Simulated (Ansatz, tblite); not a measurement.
Cost and result up the ladder for [ReO4]- (ReO4⁻) (5 atoms). The state is a singlet with charge -1. Geometry: PBE0-D4/def2-SVPD.

| atom | x (Å) | y (Å) | z (Å) |
| --- | --- | --- | --- |
| Re1 | 0.0000 | 0.0000 | 0.0000 |
| O2 | -1.3050 | 1.1372 | 0.0514 |
| O3 | 1.2010 | 0.5498 | -1.1200 |
| O4 | -0.5990 | -1.5435 | -0.5075 |
| O5 | 0.7031 | -0.1434 | 1.5761 |

Ansatz on 4 threads of AMD EPYC 9R45 on a shared host; xTB runs through tblite on one thread. Times are rough, summed over both states, and most runs start from the orbitals of an earlier one. PBE0-D4/def2-TZVPD serves as the yardstick here, not as an exact answer. The other state is a triplet.

In the def2 sets Re takes a core potential; there is no spin–orbit coupling. The xTB rows come from tblite.

xTB has no spin-polarisation term.

```
                           level  functions  wall time
                        GFN2-xTB         25    0.004 s
                        GFN1-xTB         25    0.006 s
               PBE-D4/def2-TZVPD        203      3.4 s
PBE0-D4/def2-TZVPD (with forces)        203      7.5 s
```

Problem. Estimate what each level gives for the vertical triplet (eV).

Solution. 
```tsv
level	vertical triplet (eV)	difference from PBE0-D4/def2-TZVPD (eV)	remarks
GFN2-xTB	3.68	-0.98	–
GFN1-xTB	4.04	-0.62	–
PBE-D4/def2-TZVPD	4.72	0.06	HOMO above zero (triplet)
PBE0-D4/def2-TZVPD (with forces)	4.66	0.00	HOMO above zero (triplet)
```
